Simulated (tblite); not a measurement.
C5H11O2 (doublet state).
Cartesian coordinates in Å at the GFN2-xTB level; atoms count from 1:
```
atom  x, y, z in Å
C1     3.324    0.041   -0.098
C2     1.808    0.136   -0.047
O3     1.355   -0.585    1.081
C4     0.031   -0.458    1.391
O5    -0.794   -0.038    0.367
C6    -2.172   -0.133    0.644
C7    -2.940    0.433   -0.540
H8     3.629   -1.002   -0.117
H9     3.758    0.511    0.781
H10    3.695    0.538   -0.989
H11    1.360   -0.290   -0.956
H12    1.485    1.183    0.028
H13   -0.320   -1.286    2.000
H14   -2.408    0.429    1.560
H15   -2.444   -1.186    0.813
H16   -2.669   -0.101   -1.447
H17   -4.008    0.331   -0.371
H18   -2.698    1.484   -0.672
```

Level: GFN2-xTB in tblite, geometry and Hessian alike; calculated harmonic values, unscaled, isolated species. The method is semi-empirical: single wavenumbers can be off by several per cent or more. One conformer, not necessarily the lowest. Open shells enter through the occupations alone, without spin polarisation, and single modes of such species can be off by tens of per cent.

Harmonic wavenumbers (cm⁻¹): 43.4, 52.9, 82.1, 91.9, 149.4, 203.1, 208.2, 254.6, 325.9, 426.6, 576.6, 772.8, 827.5, 830.4, 895.9, 942.2, 1072.7, 1086.5, 1114.8, 1137.2, 1140.3, 1146.0, 1181.0, 1211.5, 1241.8, 1247.6, 1289.9, 1333.5, 1342.0, 1400.5, 1401.8, 1475.5, 1475.9, 1480.1, 1486.2, 1493.2, 1494.6, 2848.5, 2874.5, 2882.8, 2905.6, 2968.2, 3048.6, 3049.6, 3050.2, 3050.3, 3053.1, 3054.2.

A = 7559, B = 1082, C = 971.5 MHz; mass 103.076 u (most abundant isotopes); point group C1, symmetry number 1; spin multiplicity 2.

Task: What is the zero-point energy?

Result: Half the sum of the wavenumbers: 33361 cm⁻¹ = 95.38 kcal/mol.

Task: What is S at 350 K and 1 bar for an ideal gas of classical rigid rotors and harmonic oscillators?

Result: Translation 40.63, rotation 28.57, vibration 34.45, spin (R ln 2) 1.38: S = 105.0 cal/(mol K).

Task: And Cp and H(350 K) − H(0)?

Result: Cp = 37.93 cal/(mol K), of which vibrations give 29.98 (their classical limit is 48 R = 95.4); H(350 K) − H(0) = 8.54 kcal/mol without the zero-point energy, 5.76 from vibrations.

Task: How do the functions run with temperature in this model?

Result: 
| T (K) | S (cal/(mol K)) | Cp (cal/(mol K)) | H − H(0) (kcal/mol) | G − H(0) (kcal/mol) | ln q(vib) |
| --- | --- | --- | --- | --- | --- |
| 100 | 71.5 | 20.0 | 1.42 | -5.73 | 2.34 |
| 200 | 87.5 | 26.4 | 3.76 | -13.74 | 5.29 |
| 300 | 99.5 | 33.7 | 6.75 | -23.10 | 7.85 |
| 500 | 120.6 | 50.1 | 15.16 | -45.16 | 12.51 |
| 800 | 148.3 | 67.6 | 33.02 | -85.62 | 19.03 |
| 1000 | 164.3 | 75.4 | 47.36 | -116.90 | 23.11 |

q(vib) and H(0) count from the zero-point level.

Task: Blend soft modes into free rotors: weight 1/[1 + (100 cm⁻¹/ν̃)⁴] for the oscillator and the rest for a rotor with moment μB/(μ + B), μ = h/(8π²ν), B = 10⁻⁴⁴ kg m². What vibrational entropy results?

Result: 30.45 cal/(mol K) in place of 34.45, which changes −T·S at 350 K by +1.40 kcal/mol.

Hindered rotation and anharmonicity are outside this model. Other conformers, if any are populated, would add a mixing term that is left out. The structure is chiral; the term R ln 2 for an equal mix with its mirror image is left out.
